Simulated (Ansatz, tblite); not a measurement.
Spin states of Si3W3⁻ (the lowest doublet isomer of a short search), each relaxed with PBE-D4/def2-SVPD in Ansatz. Electronic energies in the gas phase.

In the def2 sets W takes a core potential; there is no spin–orbit coupling. The xTB rows come from tblite. The structure comes from a short search, and lower isomers may exist.

Doublet geometry:

```xyz
6

W    -1.405   -0.322    0.288
W     1.496   -0.340   -1.250
W     0.853   -0.335    0.993
Si   -0.804    1.580    1.675
Si   -0.100   -2.096   -0.958
Si   -0.040    1.513   -0.747
```

Quartet geometry:

```xyz
6

W    -0.436   -1.064    0.683
W     1.345   -0.019   -1.183
W     0.372    1.102    0.634
Si   -2.297    0.545    0.468
Si    2.087   -0.936    0.996
Si   -1.070    0.373   -1.598
```

⟨S²⟩: doublet 0.89 at PBE0-D4/def2-TZVPD (pure 0.75), quartet 3.88 at PBE0-D4/def2-TZVPD (pure 3.75).

Run but left out: HF/def2-TZVPD, MP2/def2-TZVPD (doublet: ⟨S²⟩ 5.26, where a pure state has 0.75).

Only these spin states were relaxed. Higher spins weren't run and may lie lower.

(1) Estimate which spin state lies lowest at each of these levels, and by how much: GFN2-xTB; PBE-D4/def2-TZVPD; r2SCAN-D4/def2-TZVPD; r2SCANh-D4/def2-TZVPD; PBE0-D4/def2-TZVPD; ωB97X-V/def2-TZVPD.

## Answers

(1) 
```json
{"level": "GFN2-xTB", "quartet − doublet (kJ/mol)": "155.6", "lowest of these": "doublet", "remarks": "–"}
{"level": "PBE-D4/def2-TZVPD", "quartet − doublet (kJ/mol)": "27.4", "lowest of these": "doublet", "remarks": "HOMO above zero (doublet), HOMO above zero (quartet)"}
{"level": "r2SCAN-D4/def2-TZVPD", "quartet − doublet (kJ/mol)": "16.9", "lowest of these": "doublet", "remarks": "spin-contaminated (⟨S²⟩ 0.87) (doublet), spin-contaminated (⟨S²⟩ 3.88) (quartet)"}
{"level": "r2SCANh-D4/def2-TZVPD", "quartet − doublet (kJ/mol)": "13.1", "lowest of these": "doublet", "remarks": "spin-contaminated (⟨S²⟩ 0.94) (doublet), spin-contaminated (⟨S²⟩ 3.94) (quartet)"}
{"level": "PBE0-D4/def2-TZVPD", "quartet − doublet (kJ/mol)": "17.0", "lowest of these": "doublet", "remarks": "spin-contaminated (⟨S²⟩ 0.89) (doublet), spin-contaminated (⟨S²⟩ 3.88) (quartet)"}
{"level": "ωB97X-V/def2-TZVPD", "quartet − doublet (kJ/mol)": "25.2", "lowest of these": "doublet", "remarks": "spin-contaminated (⟨S²⟩ 0.88) (doublet), spin-contaminated (⟨S²⟩ 3.90) (quartet)"}
```

Change of the quartet − doublet gap on mixing in exact exchange, in kJ/mol: PBE to PBE0 (25 % exact exchange) -10.4; r2SCAN to r2SCANh (10 % exact exchange) -3.8. The xTB methods have no term that favours high spin, so they put low spin too low.
